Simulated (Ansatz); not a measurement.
FH2O3V (`[O]=[V]([OH])([OH])[F]`). Charge 0, multiplicity 1. Geometry: relaxed with PBE0-D4/def2-TZVP. It is one conformer, not always the lowest.

```xyz
7

O    -0.377   -1.530   -0.293
V    -0.272    0.015   -0.194
O     1.274    0.527   -0.842
O    -0.389    0.490    1.489
F    -1.560    0.736   -1.101
H     1.888   -0.091   -1.248
H    -0.564   -0.147    2.189
```

**Question.** What is the dipole moment at ωB97M-V/def2-TZVPP? (Estimate.)

**Answer.** Computed: 2.32 D, with components (1.61, -1.24, 1.13) D in this frame, pointing from negative to positive charge.

**Question.** And with PBE, r2SCAN, B3LYP? (Estimate.)

**Answer.** Ansatz gave: PBE 2.21 D, r2SCAN 2.26 D, B3LYP 2.32 D.

**Question.** Give the Mulliken charges with ωB97M-V, B3LYP, r2SCAN in def2-TZVPP. (Estimate.)

**Answer.** Computed: 
```csv
atom,ωB97M-V,B3LYP,r2SCAN
O1,-0.42,-0.44,-0.44
V2,1.19,1.26,1.24
O3,-0.42,-0.44,-0.45
O4,-0.42,-0.44,-0.45
F5,-0.36,-0.37,-0.36
H6,0.21,0.22,0.23
H7,0.21,0.22,0.23
```

B3LYP here is the variant with VWN-RPA as its local correlation; programs differ in this.
